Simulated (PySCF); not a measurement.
Two-photon absorption: SMILES CSc1ccccc1C=O, C$_{8}$H$_{8}$OS

Geometry:
```json
{"atom": "C1", "x (Å)": "2.554", "y (Å)": "-1.774", "z (Å)": "-0.383"}
{"atom": "S2", "x (Å)": "2.035", "y (Å)": "-0.054", "z (Å)": "-0.434"}
{"atom": "C3", "x (Å)": "0.302", "y (Å)": "-0.143", "z (Å)": "-0.117"}
{"atom": "C4", "x (Å)": "-0.368", "y (Å)": "-1.355", "z (Å)": "0.099"}
{"atom": "C5", "x (Å)": "-1.738", "y (Å)": "-1.375", "z (Å)": "0.345"}
{"atom": "C6", "x (Å)": "-2.478", "y (Å)": "-0.193", "z (Å)": "0.382"}
{"atom": "C7", "x (Å)": "-1.825", "y (Å)": "1.012", "z (Å)": "0.169"}
{"atom": "C8", "x (Å)": "-0.449", "y (Å)": "1.056", "z (Å)": "-0.080"}
{"atom": "C9", "x (Å)": "0.170", "y (Å)": "2.383", "z (Å)": "-0.297"}
{"atom": "O10", "x (Å)": "-0.442", "y (Å)": "3.423", "z (Å)": "-0.272"}
{"atom": "H11", "x (Å)": "2.070", "y (Å)": "-2.373", "z (Å)": "-1.168"}
{"atom": "H12", "x (Å)": "3.636", "y (Å)": "-1.752", "z (Å)": "-0.575"}
{"atom": "H13", "x (Å)": "2.381", "y (Å)": "-2.227", "z (Å)": "0.604"}
{"atom": "H14", "x (Å)": "0.175", "y (Å)": "-2.299", "z (Å)": "0.078"}
{"atom": "H15", "x (Å)": "-2.232", "y (Å)": "-2.336", "z (Å)": "0.511"}
{"atom": "H16", "x (Å)": "-3.553", "y (Å)": "-0.216", "z (Å)": "0.575"}
{"atom": "H17", "x (Å)": "-2.355", "y (Å)": "1.968", "z (Å)": "0.186"}
{"atom": "H18", "x (Å)": "1.270", "y (Å)": "2.377", "z (Å)": "-0.491"}
```

Level of theory: TDDFT CAM-B3LYP/aug-cc-pVDZ excited states, vertical, gas phase in PySCF. Geometry: PBE0-D3(BJ)/def2-SVP.

Singlets 7 and 8 lie within 0.01 eV of each other, so their separate moments and overlaps can depend on how they mix.

(1) Give the one- and two-photon strengths of the lowest singlets.

Answers

(1) δ for parallel linear polarisation; σ at the peak of a Lorentzian of half width 0.1 eV, single beam; Ω is circular over linear.
```tsv
state	E (eV)	f	photon λ (nm)	δ (au)	σ (GM)	Ω	main
S1	3.75	0.000	662	0.12	0.00	1.47	HOMO−1→LUMO 0.88
S2	3.99	0.073	621	227	1.33	0.80	HOMO→LUMO 0.96
S3	5.02	0.043	494	141	1.30	0.52	HOMO−2→LUMO 0.55, HOMO→LUMO+3 0.36
S4	5.37	0.001	462	33.6	0.35	1.50	HOMO→LUMO+1 0.71, HOMO→LUMO+12 0.08
S5	5.65	0.514	439	92.6	1.08	1.13	HOMO→LUMO+3 0.54, HOMO−2→LUMO 0.40
S6	5.93	0.000	418	37.3	0.48	1.50	HOMO→LUMO+2 0.49, HOMO→LUMO+1 0.16
```
